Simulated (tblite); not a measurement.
Question: What does the GFN2-xTB structure of InChI=1S/C4H9F3SSi2/c1-2-8-10(3-9)4(5,6)7/h2,10H,1,3H2,9H3/t10-/m1/s1 look like in three dimensions?

Answer: 
Z-matrix in Å and degrees, rows numbered from 1:
```
C 
C   1  1.3202
S   2  1.7683  1  122.46
Si  3  2.1402  2   99.56  1   173.66
C   4  1.8888  3  114.18  2   -59.18
Si  5  1.9268  4  116.59  3   -49.90
C   4  1.9371  3  105.10  2  -176.15
F   7  1.3519  4  110.35  3   168.85
F   7  1.3447  4  113.01  3   -72.86
F   7  1.3448  4  114.69  3    49.51
H   1  1.0755  2  121.41  3    -0.45
H   1  1.0760  2  121.21  3   179.42
H   2  1.0774  1  122.73  3  -179.17
H   4  1.4655  3  109.86  2    72.51
H   5  1.0903  4  108.61  3  -172.39
H   5  1.0900  4  108.82  3    72.60
H   6  1.4636  5  108.41  4    60.70
H   6  1.4582  5  109.59  4   -61.73
H   6  1.4653  5  106.07  4   178.52
```

Si6 (SiH3 silicon) is tetrahedral (angles from 106.1° to 111.9°). Si4 (SiH silicon) is distorted tetrahedral (angles from 104.0° to 115.6°). Of the pairs four or more bonds apart, Si6···F10 is among the closest relative to their van der Waals radii: 3.63 Å, 102 % of the sum of Bondi's values. The C–Si distances run from 1.889 Å (Si4–C5, drawn single) to 1.937 Å (Si4–C7, drawn single), a spread of 0.048 Å.

Structure optimised with GFN2-xTB, isolated species.

Point group: C1 (no symmetry element, even within 0.4 Å). Its lowest GFN2-xTB frequency is 4 cm⁻¹, too small to tell a flat minimum from a shallow saddle. One conformer, not necessarily the lowest (C1–C2–S3–Si4 174°, C2–S3–Si4–C5 -59°, S3–Si4–C5–Si6 -50°). 3 starts were optimised and ended at 0.00, 0.40 and 1.10 kcal/mol (GFN2-xTB); the lowest of these is shown.

Hardware: Intel Xeon at 2.50 GHz, one thread, on a shared host. Cost: 10 s of wall time. This is the geometry optimisation.

These are computed values.
